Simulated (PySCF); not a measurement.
H₆InN₃, SMILES [NH2][In]([NH2])[NH2].

Coordinates come from a B3LYP-D3(BJ)/def2-SVP optimisation. The def2 effective core potentials stand for the cores of In; spin–orbit coupling is left out. The values are those of a single conformer.

Two levels are set side by side: PBE/def2-TZVP (PySCF) and r2SCAN/def2-TZVP (PySCF). Same geometry, gas phase. Differences are taken from unrounded values.

```
quantity                     r2SCAN
---------------------------  ------
orbital gap (eV)               4.32
highest occupied level (eV)   -5.69
lowest empty level (eV)       -1.37
dipole moment (D)              1.04
mean polarisability (bohr³)    61.5
```

Question: What does PBE give, and how far is it from r2SCAN? (An estimate is asked for; the answer gives what the named calculation found.)

Answer: 
```json
[
 {"quantity": "orbital gap (eV)", "PBE": "3.74", "PBE minus r2SCAN": "-0.58"},
 {"quantity": "highest occupied level (eV)", "PBE": "-5.41", "PBE minus r2SCAN": "0.28"},
 {"quantity": "lowest empty level (eV)", "PBE": "-1.67", "PBE minus r2SCAN": "-0.30"},
 {"quantity": "dipole moment (D)", "PBE": "1.01", "PBE minus r2SCAN": "-0.03"},
 {"quantity": "mean polarisability (bohr³)", "PBE": "63.5", "PBE minus r2SCAN": "2.0"}
]
```

Rough cost on one machine, each run with all the roots and properties that it gave: r2SCAN against PBE about 3 times.
